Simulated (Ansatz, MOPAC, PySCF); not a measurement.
Molecule: AlI$_{2}$ (charge 0, doublet). SMILES: [I][Al][I]
Coordinates optimised at B3LYP-D3(BJ)/def2-TZVP (Ansatz, a first-principles code):
```xyz
3

Al     1.0265     0.3329     0.3098
I     -0.2746     1.6652    -1.3782
I      0.0228    -1.7469     1.3022
```
Charge 0, spin multiplicity 2.

Wanted: vertical electron affinity to the singlet, in eV. Terms: valence correlation only (noble-gas shells and the d and f shells of earlier blocks); each state is the SCF solution reached for its charge and spin; dispersion terms only where a functional's name holds one; LANL2DZ with its own core potentials from Na on; def2 sets with scalar-relativistic core potentials past Kr; open shells spin-unrestricted; STO-3G and 3-21G all-electron and non-relativistic; spin-orbit terms left out; PM7 with its own dispersion and hydrogen-bond terms; 6-31G* and kin with 6d, 5d where marked. First-principles rows: single points at B3LYP-D3(BJ) geometries (Ansatz). Semi-empirical rows: differences of heats of formation at the shared geometry for vertical values. The spin state of an ion or metal species was assumed, not searched.

```json
[
 {"level": "AM1", "program": "MOPAC", "vertical electron affinity to the singlet (eV)": "2.78"},
 {"level": "PM6", "program": "MOPAC", "vertical electron affinity to the singlet (eV)": "2.28"},
 {"level": "PM7", "program": "MOPAC", "vertical electron affinity to the singlet (eV)": "3.00"},
 {"level": "MNDO", "program": "MOPAC", "vertical electron affinity to the singlet (eV)": "2.72"},
 {"level": "HF/6-31G* with LANL2DZ past Ar", "program": "Ansatz", "vertical electron affinity to the singlet (eV)": "1.20"},
 {"level": "PBE/6-31G* with LANL2DZ past Ar", "program": "Ansatz", "vertical electron affinity to the singlet (eV)": "1.98"},
 {"level": "B3LYP/STO-3G", "program": "Ansatz", "vertical electron affinity to the singlet (eV)": "-2.10"},
 {"level": "B3LYP/3-21G", "program": "Ansatz", "vertical electron affinity to the singlet (eV)": "1.94"},
 {"level": "B3LYP/6-31G* with LANL2DZ past Ar", "program": "Ansatz", "vertical electron affinity to the singlet (eV)": "2.07"},
 {"level": "M06-2X/6-31G* with LANL2DZ past Ar (5d)", "program": "PySCF", "vertical electron affinity to the singlet (eV)": "2.10"},
 {"level": "MP2/6-31G* with LANL2DZ past Ar", "program": "Ansatz", "vertical electron affinity to the singlet (eV)": "1.47"},
 {"level": "PBE/def2-TZVPD", "program": "Ansatz", "vertical electron affinity to the singlet (eV)": "2.04"}
]
```

No value to compare with is used here. The 11 habitual levels span -2.10 (B3LYP/STO-3G) to 3.00 eV (PM7); PBE/def2-TZVPD gives 2.04.

The levels are drawn from those run, B3LYP/6-31G* more often than the rest, none by its result; runs whose electronic state is in doubt are left out.
